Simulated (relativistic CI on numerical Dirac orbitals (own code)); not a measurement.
**One change at a time: Bi LX**

Base calculation: Dirac-Coulomb-Breit CI, KLI orbitals optimised for each configuration, model QED (radiative potential, 1s self-energy scaled to tabulated hydrogen-like ionisation energies), unscaled Slater integrals.

CI space (outside the closed core [Ne]): 3s2 3p6 3d6, 3s2 3p5 3d7, 3s2 3p4 3d8, 3s 3p6 3d7, 3p6 3d8, 3s 3p5 3d8, 3s2 3p6 3d5 4s, 3s2 3p6 3d5 4p, 3s2 3p4 3d7 4s, 3s2 3p6 3d5 4d, 3s2 3p5 3d6 4s, 3s2 3p6 3d5 4f, 3s2 3p6 3d4 4s2, 3s 3p6 3d6 4s, 3p6 3d7 4s, 3p6 3d7 4p. Levels of other configurations are missing.

The lowest level and the first level of each name with at least 55 % of one term (blank where a level has no safe partner in the second run):

| Level | Base (eV) | Shift (eV) |
| --- | --- | --- |
| 3s2 3p6 3d6 3F_4 | 0.000 | 0.000 |
| 3s2 3p6 3d6 3P_0 | 32.002 | +1.916 |
| 3s2 3p6 3d6 5D_3 | 113.357 | -0.444 |
| 3s2 3p6 3d6 3H_6 | 123.101 | -1.268 |
| 3s2 3p6 3d6 3G_5 | 123.336 | -0.890 |
| 3s2 3p6 3d6 3P_1 | 151.660 | +0.854 |
| 3s2 3p6 3d6 3F_3 | 152.895 | +0.658 |
| 3s2 3p6 3d6 5D_2 | 232.533 | -0.311 |
| 3s2 3p6 3d6 5D_0 | 235.680 | -0.138 |
| 3s2 3p6 3d6 3H_5 | 244.047 | -1.069 |
| 3s2 3p6 3d6 1I_6 | 247.524 | -1.414 |
| 3s2 3p6 3d6 1D_2 | 298.666 | +1.337 |
| 3s2 3p6 3d6 1S_0 | 320.162 | +2.398 |
| 3s2 3p5 3d7 5G°_6 | 490.794 | -1.690 |
| 3s2 3p5 3d7 3P°_0 | 503.808 | -0.340 |
| 3s2 3p5 3d7 3F°_4 | 521.701 | -1.115 |
| 3s2 3p5 3d7 5G°_5 | 612.183 | -1.484 |
| 3s2 3p5 3d7 3I°_7 | 635.178 | -1.691 |

At this charge energies of transitions that change n are usually good to better than 1 %, and those within a shell (Δn = 0) to a few per cent.

Task: One thing was changed in a second run, which moved the levels as shown. Which?
A. one mean potential for all configurations
B. Breit term removed
C. configuration mixing switched off
D. valence Slater integrals scaled by 0.9
E. QED terms removed

Result: C. Configuration mixing switched off. Without mixing, levels that were pushed by configurations of the same parity and J return to their single-configuration places.

LS names give the leading component of a level, which can be under half, so a name can repeat, a term be missing and a line seem to break the LS rules.
